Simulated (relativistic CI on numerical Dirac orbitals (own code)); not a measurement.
# One change at a time: W⁴⁺

Base calculation: Dirac-Coulomb-Breit CI, orbitals from a KLI potential per configuration, model QED, valence Slater integrals scaled by 0.85, P86 correlation energy added to each configuration.

Configurations in the expansion (outside the closed core [Kr] 4d10 5s2): 4f14 5p6 5d2, 4f14 5p6 5d 6s, 4f14 5p6 6s2, 4f14 5p6 5d 6p, 4f14 5p6 5d 5f, 4f14 5p6 5d 5g, 4f14 5p6 6s 6p, 4f14 5p6 5d 7s, 4f14 5p6 5f2, 4f14 5p6 5d 6d, 4f14 5p5 5d3, 4f14 5p6 5d 7p, 4f14 5p6 6p2, 4f14 5p6 5d 7d, 4f14 5p6 5d 6f, 4f13 5p6 5d3. Levels of other configurations are missing.

The lowest level and the first level of each name with at least 55 % of one term (blank where a level has no safe partner in the second run):

```csv
Level,Base (cm⁻¹),Shift (cm⁻¹)
4f14 5p6 5d2 3F_2,0.0,0.0
4f14 5p6 5d2 3F_3,5570.9,+179.3
4f14 5p6 5d2 3F_4,10492.5,+298.3
4f14 5p6 5d2 3P_0,12679.0,+66.7
4f14 5p6 5d2 1D_2,13323.4,+182.0
4f14 5p6 5d2 3P_1,15729.2,+187.3
4f14 5p6 5d2 3P_2,21418.9,+378.8
4f14 5p6 5d2 1G_4,21662.7,+294.3
4f14 5p6 5d2 1S_0,41427.4,+354.5
4f14 5p6 5d 6s 3D_1,63269.9,-89.8
4f14 5p6 5d 6s 3D_2,65000.7,-60.7
4f14 5p6 5d 6s 3D_3,70782.3,+119.8
4f14 5p6 5d 6s 1D_2,77358.6,+107.8
4f14 5p6 5d 6p 3F°_2,122010.3,-235.6
4f14 5p6 5d 6p 3D°_1,125410.8,-215.1
4f14 5p6 5d 6p 3F°_3,132121.7,-20.3
4f14 5p6 6s2 1S_0,136392.3,-174.4
4f14 5p6 5d 6p 3P°_1,139893.7,-67.9
4f14 5p6 5d 6p 3P°_0,141351.6,-62.9
4f14 5p6 5d 6p 3F°_4,144637.0,+146.9
4f14 5p6 5d 6p 3P°_2,146085.5,+134.5
4f14 5p6 5d 6p 1F°_3,148104.9,+120.7
```

At this charge configurations can still be misplaced by up to about 7 % of their energy. Levels and lines within the n = 5 or 6 shells can be off by up to 10 % or somewhat more, and those that change n by about 2 %, since core polarisation is missing. 12 of the 12 excited levels that our extract of the measured tables holds in this range could be paired (the sources list more); they are missed by 2258 cm⁻¹ on average and 4756 at most, and levels without a partner can miss by more. Some levels of the ground configuration have no partner and can miss by 10 % or more. Levels that differ in their count of f electrons can be misplaced by several ten thousand cm⁻¹, since the correlation energy of f electrons is missing or only estimated; rates across such gaps can be off by orders of magnitude.

One thing was changed in a second run, which moved the levels as shown. Which?
A. QED terms removed
B. one mean potential for all configurations
C. self-excluded LDA correlation estimate
D. configuration mixing switched off
E. no correlation estimate
F. Breit term removed

F. Breit term removed. The Breit term mainly narrows fine-structure intervals, so removing it widens them.

LS names give the leading component of a level, which can be under half, so a name can repeat, a term be missing and a line seem to break the LS rules.
